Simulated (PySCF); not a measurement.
H$_{6}$Cl$_{2}$GeSi$_{2}$ (SMILES [SiH3][Ge]([SiH3])([Cl])[Cl]), singlet, geometry from GFN2-xTB, atoms displaced at random by about 0.03 Å a coordinate.

Here is a job for PySCF.
```python
from pyscf import gto, scf, dft

mol = gto.M(
    atom='''
Si    1.95283126    1.50742783    0.02379250
Ge   -0.01001418    0.09453779    0.09658851
Si   -2.24958664    0.58202801    0.82913219
Cl    0.60283755   -1.74419038    1.10412255
Cl   -0.32007822   -0.64063008   -1.97145389
H     1.71535749    2.64557105   -0.84920279
H     3.08394209    0.75842232   -0.61078840
H     2.27296605    1.84507011    1.31649965
H    -3.09042468   -0.56955681    0.76587023
H    -2.76561036    1.68838886    0.01056994
H    -2.22922213    1.04832467    2.27860984
''',
    basis='sto-3g',
    verbose=3,
)

mf = dft.RKS(mol)
mf.xc = 'r2scan'
mf.kernel()
g = mf.nuc_grad_method()
grad = g.kernel()
```

What HOMO energy does R2SCAN/STO-3G, gradient (PySCF) give?

-3.95 eV

What Mulliken (on the basis functions themselves) charges in atom order does R2SCAN/STO-3G, gradient give?

Si1 0.45, Ge2 0.34, Si3 0.45, Cl4 -0.32, Cl5 -0.33, H6 -0.10, H7 -0.09, H8 -0.10, H9 -0.09, H10 -0.10, H11 -0.11

Estimate the number of basis functions that R2SCAN/STO-3G, gradient returns for this input.

60

Give the nuclear repulsion energy at the level R2SCAN/STO-3G, gradient.

762.8362 Eh

Predict the total energy from R2SCAN/STO-3G, gradient.

-3539.4461 Eh

Predict the dipole moment from R2SCAN/STO-3G, gradient.

4.32 D

Roughly what does it cost on one core?

very roughly 23 core-seconds.
